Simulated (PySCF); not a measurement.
**Chlorine: a sound run and one with changed settings**

Sound run: Cl²⁺ [Ne] 3s2 3p3, Cl³⁺ [Ne] 3s2 3p2. Calculation: PySCF 2.14, in def2-SVP (4s3p1d, 18 functions); the non-relativistic Hamiltonian (point nucleus). In the sound run the correlated levels freeze [Ne]. The sound run starts from symmetry-adapted Hartree-Fock orbitals and uses a fine grid where one is needed.

Changed run: all electrons correlated in a basis built for the valence shell.

```json
{"species": "Cl²⁺", "method": "MP2", "sound run (hartree)": "-458.12338", "changed run (hartree)": "-458.13144", "converged": "yes"}
{"species": "Cl²⁺", "method": "CCSD(T)", "sound run (hartree)": "-458.14333", "changed run (hartree)": "-458.15093", "converged": "yes"}
{"species": "Cl³⁺", "method": "MP2", "sound run (hartree)": "-456.67711", "changed run (hartree)": "-456.68542", "converged": "yes"}
{"species": "Cl³⁺", "method": "CCSD(T)", "sound run (hartree)": "-456.70034", "changed run (hartree)": "-456.70834", "converged": "yes"}
```

Ionisation energy of Cl²⁺:

```
 method  sound run (eV)  changed run (eV)
    UHF          38.927            38.927
    MP2          39.355            39.348
SCS-MP2          39.191            39.183
   CCSD          39.265            39.254
CCSD(T)          39.266            39.255
```

A valence basis has no tight correlating functions, so it recovers only part of the core correlation, and not evenly between atom and ion.

For comparison, NIST gives 39.8 ± 0.11 eV between the lowest levels.
